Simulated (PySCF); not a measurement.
Spin-rotation constants: (ZnS)5 ring

Cartesian coordinates in Å; atom numbers follow the order of the lines, from 1:
```xyz
10

Zn    0.954    2.692   -0.155
S     0.071    3.297    1.794
Zn   -0.979    1.396    2.268
S    -2.165   -0.307    3.062
Zn   -1.516   -1.841    1.592
S    -1.054   -3.605    0.320
Zn    0.073   -2.539   -1.273
S     1.194   -1.824   -3.054
Zn    1.468    0.292   -2.430
S     1.954    2.438   -2.123
```

Level of theory: GIAO PBE/def2-SVP (def2-TZVP on Zn) magnetisability, rotational g tensor and spin-rotation constants, non-relativistic, gas phase (PySCF). Geometry: GFN2-xTB.

(1) Give the nuclear spin-rotation constants along the inertial axes (H = +C I·J) beside the isotropic shieldings.

## Answers

(1) Rotational constants 0.2090, 0.2063, 0.1040 GHz. A star marks the isotopologue with that one atom substituted, in its own axes.
| atom | isotope | Caa (kHz) | Cbb (kHz) | Ccc (kHz) | mean (kHz) | σ (ppm) |
| --- | --- | --- | --- | --- | --- | --- |
| Zn1 | 67Zn* | 0.100 | 0.013 | 0.059 | 0.057 | 1548.9 |
| S2 | 33S* | 0.033 | 0.032 | 0.022 | 0.029 | 676.0 |

For the geometry as given, no vibrational averaging.
